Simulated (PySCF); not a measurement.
Geometry:
```tsv
atom	x (Å)	y (Å)	z (Å)
C1	2.683	-0.237	-0.596
S2	1.497	0.629	-1.666
C3	0.004	0.366	-0.813
C4	-1.169	0.872	-1.246
C5	-2.322	0.560	-0.434
C6	-2.116	-0.198	0.657
Si7	-0.298	-0.629	0.784
H8	2.400	-1.281	-0.508
H9	2.705	0.237	0.381
H10	3.653	-0.150	-1.076
H11	-1.270	1.474	-2.136
H12	-3.292	0.939	-0.726
H13	-2.913	-0.482	1.323
H14	0.027	-2.045	0.600
H15	0.408	-0.047	1.927
```

Geometry: GFN2-xTB; GIAO shifts from PySCF 2.14, gas phase, non-relativistic, averaged over equivalent atoms.

At PBE0/cc-pVDZ (146 basis functions, 27 s wall time on 1 thread of an Arm Neoverse V1, shared host):
```
    atoms  δ (ppm)
       C3    155.8
       C5    150.4
       C4    131.2
       C6    117.1
       C1     22.8
      Si7    -47.8
      H12     7.27
      H11     6.56
      H13     5.69
  H14/H15     4.57
H8/H9/H10     2.23
```

Scale: $^{13}$C (σref 199.12) and $^{29}$Si (σref 416.18) and $^{1}$H (σref 31.75) vs TMS (reference shieldings calculated alike).

Question: What do these become at PBE0/pcSseg-1?

Answer: 
```csv
atoms,δ at PBE0/pcSseg-1,change
C3,159.9,+4.1
C5,159.3,+8.9
C4,138.8,+7.6
C6,122.9,+5.8
C1,23.7,+0.9
Si7,-51.3,-3.5
H12,7.32,+0.05
H11,6.72,+0.16
H13,5.76,+0.07
H14/H15,4.62,+0.05
H8/H9/H10,2.33,+0.10
```

Shifts are taken against calculated references (same method and geometry level): $^{13}$C (σref 186.93) and $^{29}$Si (σref 349.16) and $^{1}$H (σref 31.72) against TMS.

The largest change is at C5 (alkene CH). Cost: 173 basis functions, 76 s wall time on 1 thread of an Intel Xeon, shared host. The order of the carbon signals is the same at both levels.
